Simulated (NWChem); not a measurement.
Molecule: C4H7Al; SMILES C=[CH][AlH][CH]=C

```xyz
12

Al     0.0000     0.0000    -0.4135
H      0.0000     0.0000    -2.0081
C      1.7200     0.0010     0.4999
C      2.8665    -0.0018    -0.2020
H      1.8191     0.0032     1.5952
H      3.8573    -0.0019     0.2719
H      2.8745    -0.0040    -1.3000
C     -1.7200    -0.0010     0.4999
C     -2.8665     0.0018    -0.2020
H     -1.8191    -0.0032     1.5952
H     -3.8573     0.0019     0.2719
H     -2.8745     0.0040    -1.3000
```
Atoms are numbered in this order, from 1.

Structure relaxed at the PBE0/def2-SVP level. No frequency run checked for a minimum. B3LYP is NWChem's, with the RPA form of VWN correlation.

Problem. Give the principal values of the shielding tensors (ppm) of Al1, C3, C4 from B3LYP/6-311G** (spherical d), GIAO (NWChem), with their diamagnetic and paramagnetic parts as GIAO splits them.

Solution. 
```csv
atom,σ11,σ22,σ33,isotropic,diamagnetic,paramagnetic
Al1,295.9,309.8,334.3,313.3,796.4,-483.1
C3,-91.9,11.4,178.7,32.7,253.9,-221.1
C4,-100.4,35.1,157.9,30.9,254.2,-223.4
```
